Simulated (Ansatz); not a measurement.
A nudged elastic band was laid between two geometries of BClFH2N + H2 (8 atoms, charge 0, multiplicity 1).

These are results of RKS BLYP/def2-SVP in Ansatz, not measurements.

```
movable images  : 7
climbing image  : yes
spring          : 5.0 eV/Å²
optimiser       : quadratic models (default)
start path      : through a guess of the saddle point
force threshold : 0.05 eV/Å
iteration limit : 60
end points      : relaxed
```

First end point:

```xyz
8
Properties=species:S:1:pos:R:3
B -0.076 -0.332 -0.555
F 0.030 0.256 0.652
Cl 1.428 -0.839 -1.384
N -1.335 -0.538 -1.136
H -2.199 -0.253 -0.673
H -1.463 -0.980 -2.046
H 0.202 2.914 2.634
H 0.198 2.298 2.177
```

Last end point:

```xyz
8
Properties=species:S:1:pos:R:3
B 0.005 0.474 -0.520
F -0.175 0.457 2.357
Cl 1.556 -0.320 -0.895
N -1.216 -0.079 -0.900
H -1.302 -0.980 -1.375
H -2.109 0.361 -0.673
H 0.033 1.560 0.029
H -0.007 1.053 1.647
```

Problem. What changes between the two ends?

Solution. Bonds broken: B1–F2, H7–H8. Bonds formed: B1–H7, F2–H8. BClFH2N + H2 becomes BClH3N + FH.

Problem. Give the energies along the band, and the barrier.

Solution. The run converged. The highest image is number 4 of 0 to 8, 54.7 kcal/mol above the first end and 24.8 kcal/mol above the last; the last end lies 29.8 kcal/mol above the first. The profile has 2 maxima (images 4, 6) with wells between them (image 5): this band takes more than one step, which may be the mechanism or a detour left from its start path. Neighbouring images differ by up to 2.1 eV, so the band resolves the path poorly. A vibrational analysis at the climbing image gives one clearly imaginary mode, 1060i cm⁻¹: a first-order saddle point. The orbitals stay closed-shell, which can raise the energy where a bond breaks towards radicals; this wasn't checked here.

```
image  path coordinate (Å)  energy (kcal/mol)  B1–F2 (Å)  H7–H8 (Å)  B1–H7 (Å)
    0                 0.00                0.0       1.35       0.77       4.56
    1                 1.11                0.1       1.35       0.77       4.06
    2                 2.23                0.5       1.35       0.77       3.37
    3                 3.34                7.2       1.35       0.76       2.33
    4                 4.45               54.7       1.71       1.02       1.38
    5                 5.69               29.9       2.95       1.69       1.22
    6                 6.94               45.2       2.78       1.64       1.22
    7                 8.18               44.9       2.78       2.02       1.22
    8                 9.42               29.8       2.88       1.70       1.22
```

Problem. What is the geometry of the highest image?

Solution. 
```xyz
8
Properties=species:S:1:pos:R:3
B -0.037 0.370 -0.079
F -0.004 -0.178 1.545
Cl 1.572 0.111 -0.836
N -1.225 0.035 -0.773
H -2.154 0.143 -0.364
H -1.201 -0.573 -1.591
H -0.101 1.623 0.484
H -0.063 0.996 1.283
```

The run took 6.9 min on 1 thread of Arm Neoverse V1 (shared host), peak memory 0.11 GiB.
